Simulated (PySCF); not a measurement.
(1-methylcyclopropyl)methanol (C5H10O), SMILES CC1(CO)CC1.

Coordinates come from a PBE-D3(BJ)/def2-SVP optimisation. Other conformers were not sampled.

The numbers are results of PySCF with PBE-D3(BJ)/def2-SVP, not measurements.

No scaling factor is applied to the harmonic values.

Computed vibrational spectrum:
```csv
mode,ν (cm⁻¹),IR (km/mol),moving atoms (share of kinetic energy)
1,108,30.4,"O 37 %, H 36 %, C 26 %"
2,206,66.9,"H 89 %, C 11 %"
3,214,11.3,H 95 %
4,248,2.9,"C 41 %, O 38 %, H 21 %"
5,318,1.2,"H 54 %, C 46 %"
6,339,0.0,"C 54 %, H 36 %, O 10 %"
7,379,0.0,"C 57 %, H 43 %"
8,503,14.4,"C 47 %, O 32 %, H 21 %"
9,690,7.7,"C 75 %, H 25 %"
10,765,0.6,H 98 %
11,850,3.8,"H 65 %, C 35 %"
12,857,2.3,"H 51 %, C 49 %"
13,908,9.1,"H 56 %, C 43 %"
14,928,8.0,"H 67 %, C 32 %"
15,993,11.0,"H 83 %, C 17 %"
16,1014,2.6,"H 71 %, C 28 %"
17,1028,0.0,"H 67 %, C 33 %"
18,1032,10.4,"C 70 %, H 28 %"
19,1089,60.8,"C 52 %, O 36 %, H 11 %"
20,1101,0.7,"C 53 %, H 45 %"
21,1139,0.1,"H 76 %, C 24 %"
22,1171,55.1,"H 86 %, C 11 %"
23,1226,0.8,"H 89 %, C 8 %"
24,1264,5.9,"C 52 %, H 46 %"
25,1318,4.6,"H 68 %, C 32 %"
26,1357,2.7,"H 62 %, C 38 %"
27,1368,6.0,"H 92 %, C 8 %"
28,1399,0.6,"H 68 %, C 30 %"
29,1409,4.0,H 96 %
30,1422,11.5,"H 81 %, C 18 %"
31,1449,5.5,"H 81 %, C 18 %"
32,1456,0.9,"H 54 %, C 45 %"
33,2864,87.7,H 95 %
34,2897,71.0,"H 90 %, C 10 %"
35,2954,38.7,H 97 %
36,3030,24.1,"H 91 %, C 9 %"
37,3059,15.5,H 95 %
38,3059,3.8,"H 92 %, C 8 %"
39,3062,23.1,H 94 %
40,3156,0.1,"H 89 %, C 11 %"
41,3165,6.3,"H 89 %, C 11 %"
42,3741,33.4,H 94 %
```
